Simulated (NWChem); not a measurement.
System: C2H4BrCl; SMILES C[C@@H](Cl)Br

Input file for NWChem:

```
start job
memory heap 200 mb stack 900 mb global 1100 mb
geometry units angstroms noautosym nocenter noautoz
  C     -1.789082    -0.813936    -0.177750
  C     -0.436181    -0.569934     0.437970
  Cl     0.728377    -1.817042    -0.060605
  Br     0.222508     1.209562    -0.015453
  H     -1.725707    -0.782457    -1.274273
  H     -2.156148    -1.805568     0.127336
  H     -2.501990    -0.048274     0.160406
  H     -0.462096    -0.585946     1.533588
end
basis spherical
  * library def2-svp
end
dft
  xc m06-2x
  iterations 150
end
cosmo
  dielec 3.9
end
task dft energy
```

NWChem printed, in part:

```
             Northwest Computational Chemistry Package (NWChem) 7.3.0
             --------------------------------------------------------

                             Geometry "geometry" -> ""
                             -------------------------

 Output coordinates in angstroms (scale by  1.889725989 to convert to a.u.)

  No.       Tag          Charge          X              Y              Z
 ---- ---------------- ---------- -------------- -------------- --------------
    1 C                    6.0000    -1.78908200    -0.81393600    -0.17775000
    2 C                    6.0000    -0.43618100    -0.56993400     0.43797000
    3 Cl                  17.0000     0.72837700    -1.81704200    -0.06060500
    4 Br                  35.0000     0.22250800     1.20956200    -0.01545300
    5 H                    1.0000    -1.72570700    -0.78245700    -1.27427300
    6 H                    1.0000    -2.15614800    -1.80556800     0.12733600
    7 H                    1.0000    -2.50199000    -0.04827400     0.16040600
    8 H                    1.0000    -0.46209600    -0.58594600     1.53358800

 Effective nuclear repulsion energy (a.u.)     317.2956010674

                                 NWChem DFT Module
                                 -----------------

 Summary of "ao basis" -> "ao basis" (spherical)
 ------------------------------------------------------------------------------
       Tag                 Description            Shells   Functions and Types
 ---------------- ------------------------------  ------  ---------------------
 C                          def2-svp                 6       14   3s2p1d
 Cl                         def2-svp                 8       18   4s3p1d
 Br                         def2-svp                12       32   5s4p3d
 H                          def2-svp                 3        5   2s1p

 in cosmo_initialize ...

 solvent parameters
 solvname_short: unkn
 solvname_long:  unknown
 dielec:        3.9000

          ---------------
          -cosmo- solvent
          ---------------
 Cosmo: York-Karplus, doi: 10.1021/jp992097l
 dielectric constant -eps-     =   3.90
 screen = (eps-1)/(eps    )    =   0.74359
 surface charge correction     = lagrangian

   van der Waals surface
 --------------------------

 ---------- ATOMIC COORDINATES (A.U.) ------------ VDWR(ANG.) --
     1   -3.38087475   -1.53811601   -0.33589879     2.000
     2   -0.82426257   -1.07701909    0.82764329     2.000
     3    1.37643295   -3.43371149   -0.11452684     2.050
     4    0.42047915    2.28574075   -0.02920194     2.160
     5   -3.26111337   -1.47862933   -2.40802680     1.300
     6   -4.07452891   -3.41202877    0.24063015     1.300
     7   -4.72807553   -0.09122463    0.30312339     1.300
     8   -0.87323482   -1.10727738    2.89806110     1.300
 number of segments per atom =         32
 number of   points per atom =         32
 atom (   nspa,  nppa )
 ----------------------
    1 (     14,     0 )       0
    2 (      4,     0 )       0
    3 (     22,     0 )       0
    4 (     24,     0 )       0
    5 (     16,     0 )       0
    6 (     15,     0 )       0
    7 (     16,     0 )       0
    8 (     16,     0 )       0
 number of -cosmo- surface points =      127
 molecular surface =    120.082 angstrom**2
 molecular volume  =    108.202 angstrom**3
 G(cav/disp)       =      1.460 kcal/mol
 -lineq- algorithm             =   0
 -bem- low  level              =   2
 -bem- from -octahedral-
 gaussian surface charge width =   4.50000
 degree of switching           =   1.00000
 switching function tolerance  =   0.00010
 atomic radii =
 --------------
    1  6.000  2.000
    2  6.000  2.000
    3 17.000  2.050
    4 35.000  2.160
    5  1.000  1.300
    6  1.000  1.300
    7  1.000  1.300
    8  1.000  1.300
 ...... end of -cosmo- initialization ......

            General Information
            -------------------
          SCF calculation type: DFT
          Wavefunction type:  closed shell.
          No. of atoms     :     8
          No. of electrons :    68
           Alpha electrons :    34
            Beta electrons :    34
          Charge           :     0
          Spin multiplicity:     1
          Use of symmetry is: off; symmetry adaption is: off
          Maximum number of iterations: 150
          AO basis - number of functions:    98
                     number of shells:    44
          Convergence on energy requested:  1.00D-06
          Convergence on density requested:  1.00D-05
          Convergence on gradient requested:  5.00D-04

              XC Information
              --------------
                       M06-2X Method XC Functional
                     Hartree-Fock (Exact) Exchange  0.540
                        M06-2X Exchange Functional  1.000
                      M06-2X Correlation Potential  1.000

             Grid Information
             ----------------
          Grid used for XC integration:  medium
          Radial quadrature: Mura-Knowles
          Angular quadrature: Lebedev.
          Tag              B.-S. Rad. Rad. Pts. Rad. Cut. Ang. Pts.
          ---              ---------- --------- --------- ---------
          C                   0.70       49           8.0       434
          Cl                  1.00       88          10.0       590
          Br                  1.15      112          10.0       590
          H                   0.35       45          10.0       434
          Grid pruning is: on
          Number of quadrature shells:   478
          Spatial weights used:  Erf1

      Superposition of Atomic Density Guess
      -------------------------------------

 Sum of atomic energies:       -3108.65606481

      Non-variational initial energy
      ------------------------------

 Total energy =   -3110.313420
 1-e energy   =   -4952.250708
 2-e energy   =    1524.641687
 HOMO         =      -0.345128
 LUMO         =       0.036600

   convergence    iter        energy       DeltaE   RMS-Dens  Diis-err
 ---------------- ----- ----------------- --------- --------- ---------
     COSMO gas phase
 d= 0,ls=0.0,diis     1  -3112.3681968109 -3.43D+03  1.13D-02  5.75D-01
 d= 0,ls=0.0,diis     2  -3112.3383203164  2.99D-02  6.49D-03  8.65D-01
 d= 0,ls=0.0,diis     3  -3112.4437394354 -1.05D-01  7.69D-04  4.64D-03
 d= 0,ls=0.0,diis     4  -3112.4443615194 -6.22D-04  1.81D-04  4.81D-04
 d= 0,ls=0.0,diis     5  -3112.4444078134 -4.63D-05  6.95D-05  2.42D-05
  Resetting Diis
 d= 0,ls=0.0,diis     6  -3112.4444115565 -3.74D-06  1.82D-05  2.16D-06
 d= 0,ls=0.0,diis     7  -3112.4444118878 -3.31D-07  4.33D-06  5.66D-08

   convergence    iter        energy       DeltaE   RMS-Dens  Diis-err
 ---------------- ----- ----------------- --------- --------- ---------
     COSMO solvation phase
 d= 0,ls=0.0,diis     1  -3112.4477924966 -3.38D-03  9.35D-04  1.07D-03
 d= 0,ls=0.0,diis     2  -3112.4481202926 -3.28D-04  1.98D-04  2.47D-04
 d= 0,ls=0.0,diis     3  -3112.4481492590 -2.90D-05  9.11D-05  7.39D-05
 d= 0,ls=0.0,diis     4  -3112.4481589637 -9.70D-06  2.83D-05  7.76D-06
 d= 0,ls=0.0,diis     5  -3112.4481600540 -1.09D-06  6.20D-06  1.65D-07
 d= 0,ls=0.0,diis     6  -3112.4481600824 -2.84D-08  1.73D-06  2.07D-08

         Total DFT energy =    -3112.448160082427
      One electron energy =    -4955.485796247347
           Coulomb energy =     1657.506437086729
    Exchange-Corr. energy =     -131.970634846981
 Nuclear repulsion energy =      317.295601067396

             COSMO energy =        0.206232857777

 Numeric. integr. density =       67.999989948001

                                   COSMO solvation results
                                   -----------------------

                 gas phase energy =     -3112.444411887833
                 sol phase energy =     -3112.448160082427
 (electrostatic) solvation energy =         0.003748194594 (    2.35 kcal/mol)

                       DFT Final Molecular Orbital Analysis
                       ------------------------------------

 Vector   32  Occ=2.000000D+00  E=-3.754814D-01
              MO Center=  4.4D-01, -1.1D+00,  3.3D-02, r^2= 3.1D+00
   Bfn.  Coefficient  Atom+Function         Bfn.  Coefficient  Atom+Function
  ----- ------------  ---------------      ----- ------------  ---------------
    41      0.513829  3 Cl pz                38      0.372064  3 Cl pz
    61     -0.237243  4 Br px                40     -0.219038  3 Cl py
    35      0.213324  3 Cl pz                58     -0.204917  4 Br px
    94     -0.160716  8 H  s                 37     -0.147070  3 Cl py
    59     -0.143832  4 Br py                62     -0.139273  4 Br py

 Vector   33  Occ=2.000000D+00  E=-3.469536D-01
              MO Center=  1.5D-01,  8.6D-01,  3.7D-02, r^2= 2.4D+00
   Bfn.  Coefficient  Atom+Function         Bfn.  Coefficient  Atom+Function
  ----- ------------  ---------------      ----- ------------  ---------------
    63      0.565081  4 Br pz                60      0.475352  4 Br pz
    57     -0.316176  4 Br pz                94     -0.148586  8 H  s
    20     -0.138822  2 C  pz                41      0.134941  3 Cl pz
    61      0.126894  4 Br px                 3      0.120845  1 C  s
    62      0.112752  4 Br py                54      0.102553  4 Br pz

 Vector   34  Occ=2.000000D+00  E=-3.452551D-01
              MO Center=  2.5D-01,  6.1D-01, -1.2D-02, r^2= 3.0D+00
   Bfn.  Coefficient  Atom+Function         Bfn.  Coefficient  Atom+Function
  ----- ------------  ---------------      ----- ------------  ---------------
    61      0.503173  4 Br px                58      0.427825  4 Br px
    40     -0.288767  3 Cl py                55     -0.284003  4 Br px
    62     -0.253698  4 Br py                59     -0.225762  4 Br py
    37     -0.204851  3 Cl py                56      0.148869  4 Br py
    34     -0.116633  3 Cl py                39     -0.097678  3 Cl px

 Vector   35  Occ=0.000000D+00  E= 2.405725D-02
              MO Center= -2.2D-02,  2.9D-01,  1.2D-01, r^2= 3.3D+00
   Bfn.  Coefficient  Atom+Function         Bfn.  Coefficient  Atom+Function
  ----- ------------  ---------------      ----- ------------  ---------------
    17      1.297503  2 C  s                 62      0.898698  4 Br py
    51     -0.662972  4 Br s                 22      0.511426  2 C  py
    21      0.359894  2 C  px                40     -0.356311  3 Cl py
    95     -0.325556  8 H  s                 16      0.315476  2 C  s
    19      0.287241  2 C  py                32     -0.272245  3 Cl s

 Vector   36  Occ=0.000000D+00  E= 8.344100D-02
              MO Center= -1.5D-01, -1.0D+00,  2.1D-01, r^2= 3.3D+00
   Bfn.  Coefficient  Atom+Function         Bfn.  Coefficient  Atom+Function
  ----- ------------  ---------------      ----- ------------  ---------------
    22      0.831218  2 C  py                17     -0.720830  2 C  s
    32      0.715321  3 Cl s                 39     -0.588628  3 Cl px
    40      0.573252  3 Cl py                85      0.472141  6 H  s
    19      0.447800  2 C  py                21     -0.431699  2 C  px
     3     -0.337072  1 C  s                 95      0.326933  8 H  s

 Vector   37  Occ=0.000000D+00  E= 1.100940D-01
              MO Center= -1.4D+00, -7.2D-01,  8.4D-01, r^2= 5.2D+00
   Bfn.  Coefficient  Atom+Function         Bfn.  Coefficient  Atom+Function
  ----- ------------  ---------------      ----- ------------  ---------------
     3      1.810451  1 C  s                 95     -1.409443  8 H  s
    90     -0.993628  7 H  s                 85     -0.930165  6 H  s
    23      0.822532  2 C  pz                17      0.674903  2 C  s
    80     -0.520958  5 H  s                  7     -0.301265  1 C  px
    20      0.251857  2 C  pz                50      0.224688  4 Br s

     Multipole analysis of the density
     ---------------------------------

     L   x y z        total         alpha         beta         nuclear
     -   - - -        -----         -----         ----         -------
     0   0 0 0      0.000000    -34.000000    -34.000000     68.000000

     1   1 0 0     -0.876932     -0.412643     -0.412643     -0.051646
     1   0 1 0     -0.234401     -0.041131     -0.041131     -0.152140
     1   0 0 1      0.356233     -0.329499     -0.329499      1.015231

     2   2 0 0    -31.155755    -96.281860    -96.281860    161.407966
     2   1 1 0      1.526559     -4.207837     -4.207837      9.942232
     2   1 0 1     -0.462742     -1.491131     -1.491131      2.519521
     2   0 2 0    -33.599025   -226.557033   -226.557033    419.515041
     2   0 1 1     -0.566869     -1.085244     -1.085244      1.603619
     2   0 0 2    -31.709349    -25.548120    -25.548120     19.386892
```

Level: M06-2X/def2-SVP, COSMO on the gas-phase geometry. The geometry was optimised at PBE0/def2-SVP. COSMO prints the solvation energy as gas minus solution, so a positive value is a stabilisation.
